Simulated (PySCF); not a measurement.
# Worked example: oscillator strength and radiative lifetime

Si(H)(Br)(NH2)2 (BrH₅N₂Si), SMILES N[SiH](N)Br.

Geometry optimised at B3LYP-D3(BJ)/def2-SVP. This is a generated structure with no PubChem entry under its InChIKey; it may be hypothetical. Other conformers were not sampled.

TDDFT-PBE/def2-SVPD in PySCF puts the first singlet state with f over 0.02 at 6.10 eV (vertical), with the transition dipole (-0.217, -0.257, 0.225) in atomic units.

Question: Find the oscillator strength, the wavelength and the radiative lifetime that this transition would have in vacuum if emission retraced absorption.

Answer: 
|μ|² = 0.1638 au, so |μ| = 1.03 D. ΔE = 6.10/27.211 = 0.2242 hartree. f = (2/3) ΔE |μ|² = 0.024 (the program prints 0.025).
λ = 1239.84/6.10 = 203 nm; ν = 49200 cm⁻¹.
Einstein's coefficient A = 0.6670 ν² f s⁻¹ (ν in cm⁻¹) = 4.0e7 s⁻¹, so τ = 1/A = 25 ns. This state is S1. The figure is the radiative limit of this one transition; relaxation, internal conversion, crossing to triplets and a medium change what is measured.
